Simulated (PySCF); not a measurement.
C4H8N2 (SMILES NC=C=CCN), singlet, geometry from GFN2-xTB. Base run: DF-R2SCAN/def2-SV(P) run with PySCF.

The PySCF input:
```python
from pyscf import gto, scf, dft

mol = gto.Mole()
mol.atom = '''
    N     2.73741922    0.47728433    0.06774291
    C     1.86181670   -0.61349499   -0.00438942
    C     0.59351604   -0.54795461   -0.30147572
    C    -0.68096961   -0.47873679   -0.53633933
    C    -1.72096596   -0.19093488    0.51514268
    N    -2.55528099    0.92148879    0.07493720
    H     2.36893968    1.31324301   -0.36521794
    H     3.67386481    0.27026577   -0.24967075
    H     2.31228007   -1.55983536    0.27044161
    H    -1.08010115   -0.61793967   -1.53379745
    H    -1.22368500   -0.01651251    1.48371352
    H    -2.37462315   -1.06466742    0.61861006
    H    -3.28065761    1.11036400    0.75845905
    H    -1.99136848    1.76039817   -0.01892824
'''
mol.basis = 'def2-sv(p)'
mol.verbose = 4
mol.max_memory = 1800
mol.build()

mf = dft.RKS(mol)
mf.xc = 'r2scan'
mf = mf.density_fit(auxbasis='def2-universal-jkfit')
mf.kernel()
```

All variants below ran on the same shared machine, one core each. Differences are taken from the largest basis of the def2 family in the series, which isn't the basis-set limit (def2-TZVPP: -4.957 eV). The cheapest run took roughly 28 core-seconds.

```json
[
 {"setting": "def2-SV(P)", "basis functions": "100", "cost, times the cheapest (rough)": "1", "difference in HOMO energy (eV)": "0.180"},
 {"setting": "def2-SVP", "basis functions": "124", "cost, times the cheapest (rough)": "1", "difference in HOMO energy (eV)": "0.180"},
 {"setting": "def2-TZVP", "basis functions": "234", "cost, times the cheapest (rough)": "3", "difference in HOMO energy (eV)": "0.006"},
 {"setting": "def2-TZVPP", "basis functions": "298", "cost, times the cheapest (rough)": "3", "difference in HOMO energy (eV)": "reference"}
]
```

Times come from a shared machine, hold the start-up and are rough.
